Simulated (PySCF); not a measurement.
## How the method moves the HOMO and LUMO of `CS[SiH2]N`

Compound: CH7NSSi.
Geometry (PBE0-D3(BJ)/def2-SVP, Å), atoms numbered from 1 in this order:
```xyz
11
CH7NSSi angstrom
C     -2.157    0.024   -0.092
S     -0.766    0.913    0.677
Si     0.878   -0.062   -0.315
N      2.350    0.816   -0.148
H     -2.096    0.058   -1.190
H     -2.204   -1.023    0.242
H     -3.078    0.533    0.225
H      1.126   -1.423    0.248
H      0.485   -0.186   -1.753
H      2.922    0.666    0.675
H      2.405    1.780   -0.459
```

Basis pcSseg-2 throughout (PySCF), one geometry. One conformer (not necessarily the lowest) at the PBE0-D3(BJ)/def2-SVP geometry, without solvent, vibrations or thermal averaging.

Task: How do the orbital energies, the gap and the dipole change with the method?

Result: 
| method | kind | HOMO (eV) | LUMO (eV) | gap (eV) | μ (D) | SCF cycles |
| --- | --- | --- | --- | --- | --- | --- |
| BLYP | GGA | -5.39 | -0.89 | 4.51 | 0.29 | 15 |
| B97-D | GGA | -5.52 | -0.82 | 4.70 | 0.32 | 14 |
| OPBE | GGA | -5.54 | -0.80 | 4.74 | 0.36 | 15 |
| PBE | GGA | -5.54 | -0.97 | 4.57 | 0.31 | 14 |
| KT2 | GGA | -5.61 | -1.08 | 4.54 | 0.33 | 15 |
| LDA | LDA | -5.62 | -1.14 | 4.48 | 0.33 | 15 |
| KT3 | GGA | -5.63 | -1.06 | 4.58 | 0.33 | 14 |
| BP86 | GGA | -5.64 | -0.96 | 4.68 | 0.31 | 14 |
| B97-2 | global hybrid | -6.50 | -0.13 | 6.38 | 0.34 | 13 |
| B3LYP | global hybrid | -6.51 | -0.40 | 6.11 | 0.31 | 12 |
| PBE0 | global hybrid | -6.74 | -0.15 | 6.59 | 0.35 | 13 |
| mPW1PW91 | global hybrid | -6.76 | -0.14 | 6.63 | 0.34 | 13 |
| BHandHLYP | global hybrid | -7.82 | 0.57 | 8.39 | 0.36 | 12 |
| CAM-B3LYP | range-separated hybrid | -8.06 | 0.71 | 8.77 | 0.35 | 12 |
| wB97X-D | range-separated hybrid | -8.59 | 1.59 | 10.18 | 0.37 | 13 |
| LC-wPBE | range-separated hybrid | -9.44 | 1.89 | 11.33 | 0.40 | 14 |
| HF | Hartree–Fock | -9.52 | 2.46 | 11.98 | 0.43 | 10 |

The HOMO spans 4.13 eV, from BLYP down to HF, and the gap runs from 4.48 eV (LDA) to 11.98 eV (HF). Over the methods BLYP (0 %), B97-D (0 %), OPBE (0 %), PBE (0 %), KT2 (0 %), LDA (0 %), KT3 (0 %), BP86 (0 %), B97-2 (21 %), B3LYP (20 %), PBE0 (25 %), mPW1PW91 (25 %), BHandHLYP (50 %), HF (100 %), a straight line through the gap against the share of exact exchange rises by 0.74 eV for each 10 % (correlation coefficient 0.999). The dipole ranges from 0.29 D (BLYP) to 0.43 D (HF). This basis has no diffuse functions.

The vertical ΔSCF ionisation energy at wB97X-D/def2-SVPD is 8.93 eV; −ε(HOMO) comes closest to it with wB97X-D (8.59 eV).
